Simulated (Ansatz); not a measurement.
# What each rung costs, and what it gives

Saddle point of CH₉AsGe, closed shell (CH₆Ge ([CH3][GeH3]) + AsH₃ → CH₇AsGe ([CH3][GeH2][AsH2]) + H₂; bonds formed: Ge1–As7, H2–H6; bonds broken: Ge1–H2, H6–As7), PBE0-D4/def2-TZVP structure:

```
12
angstrom
Ge -0.5621 -0.0668 0.6435
H 1.2405 0.0580 0.1798
H -1.8210 -0.8243 0.1744
H -0.3614 -0.3120 2.1505
C -0.8546 1.8284 0.2240
H 1.9500 -0.5878 -0.0767
As 1.0910 -2.0721 -0.5406
H -0.8573 1.9733 -0.8571
H -1.8217 2.1452 0.6204
H -0.0649 2.4406 0.6594
H 0.8279 -1.2176 -1.7693
H 1.2334 -3.3646 -1.4082
```

Barriers are electronic and count from the start structure reached by relaxing down the imaginary mode.

Ansatz 0.2.0; basis: as named in each row; cores frozen in the correlated methods. Filled d shells of the heavier atoms are correlated. The def2 sets are not built for correlating such inner shells, so the correlated values are less sure here. B3LYP uses VWN-RPA correlation. Extrapolation: Hartree–Fock as exp(−7.88 √X), correlation as X^−2.97.

Times are rough, for one single point on 8 threads of a shared host (Arm Neoverse V2).

The estimate by CCSD(T) at an estimated basis limit (MP2 extrapolated from triple and quadruple zeta, plus CCSD(T) − MP2 in triple zeta) is 2.563 eV.

| method | basis | time (s) | barrier (eV) | method less estimate |
| --- | --- | --- | --- | --- |
| HF | STO-3G | under 1 | 5.084 | 2.521 |
| SPW92 | def2-SVP | under 1 | 1.827 | -0.736 |
| PBE-D4 | STO-3G | under 1 | 3.324 | 0.762 |
| PBE-D4 | def2-SVP | under 1 | 2.047 | -0.516 |
| B3LYP-D4 | 6-31G | under 1 | 2.353 | -0.210 |
| SPW92 | def2-TZVPP | under 1 | 1.811 | -0.752 |
| PBE0-D4 | def2-SVP | 1 | 2.368 | -0.195 |
| PBE-D4 | def2-TZVPP | 1 | 2.017 | -0.545 |
| BLYP-D4 | def2-TZVPP | 1 | 2.160 | -0.403 |
| BHLYP-D4 | def2-TZVPP | 2 | 2.766 | 0.203 |
| B3LYP-D4 | def2-TZVPP | 2 | 2.402 | -0.161 |
| PBE0-D4 | def2-TZVPP | 2 | 2.319 | -0.243 |
| CAM-B3LYP-D4 | def2-TZVPP | 2 | 2.654 | 0.091 |
| r2SCAN-D4 | def2-TZVPP | 3 | 2.270 | -0.292 |
| r2SCAN0-D4 | def2-TZVPP | 3 | 2.474 | -0.089 |
| RPA on PBE | def2-TZVPP | 3 | 2.644 | 0.081 |
| wB97M-V | def2-SVP | 4 | 2.662 | 0.099 |
| B2PLYP | def2-TZVPP | 4 | 2.556 | -0.007 |
| PBE-QIDH | def2-TZVPP | 4 | 2.579 | 0.017 |
| wB97X-V | def2-TZVPP | 5 | 2.737 | 0.175 |
| wB97M-V | def2-TZVPP | 6 | 2.625 | 0.062 |
| B97M-V | def2-TZVPP | 6 | 2.431 | -0.132 |
| CCSD(T) | def2-SVP | 7 | 2.821 | 0.259 |
| MP2 | def2-QZVPP | 19 | 2.532 | -0.031 |
| CCSD(T) | def2-TZVPP | 150 | 2.629 | 0.066 |

All methods are single points on the PBE0-D4 structures.

No T1 diagnostic of these runs exceeds 0.012.

Labels in which every atom is bracketed show which atoms are joined, not bond orders.
